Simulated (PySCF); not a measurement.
TaSCl3: computed shieldings and shifts

TaSCl3, Cl3STa.

Geometry:
```json
{"atom": "Ta1", "x (Å)": "-0.004", "y (Å)": "0.005", "z (Å)": "-0.010"}
{"atom": "S2", "x (Å)": "0.055", "y (Å)": "-0.158", "z (Å)": "2.123"}
{"atom": "Cl3", "x (Å)": "2.149", "y (Å)": "0.063", "z (Å)": "-0.757"}
{"atom": "Cl4", "x (Å)": "-1.133", "y (Å)": "1.924", "z (Å)": "-0.510"}
{"atom": "Cl5", "x (Å)": "-1.067", "y (Å)": "-1.834", "z (Å)": "-0.846"}
```

GIAO calculations in PySCF on the PBE0-D3(BJ)/def2-SVP structure: isolated species, scalar relativity only through the core potential, equivalent atoms averaged; basis pcSseg-1 (def2-TZVP on Ta).

Q: Give the isotropic shieldings (ppm) with B3LYP, PBE0.

A: 
```
             atoms            environment  B3LYP  PBE0
       Cl3/Cl4/Cl5  chlorine bonded to Ta    407   429
                S2    sulfur bonded to Ta   -662  -637
HOMO–LUMO gap (eV)                      –   4.98  5.40
```

Q: And the chemical shifts, against references computed in the same way?

A: 
```csv
atoms,"nucleus, reference",B3LYP,PBE0
Cl3/Cl4/Cl5,"35Cl, HCl",523,515
S2,"33S, CS2",1147,1133
```

Q: Which part of the shielding of Cl3/Cl4/Cl5 depends on the functional?

A: Diamagnetic: B3LYP 1149, PBE0 1149 ppm; paramagnetic: B3LYP -742, PBE0 -720 ppm. The diamagnetic part, set mainly by inner electrons, hardly moves; the paramagnetic part goes with low-lying magnetically allowed excitations and carries the spread.

Ta is described by an effective core potential, so it has no shielding of its own here; spin–orbit effects on the atoms bonded to it, which can be large, are absent, and the values of these neighbours are rough.
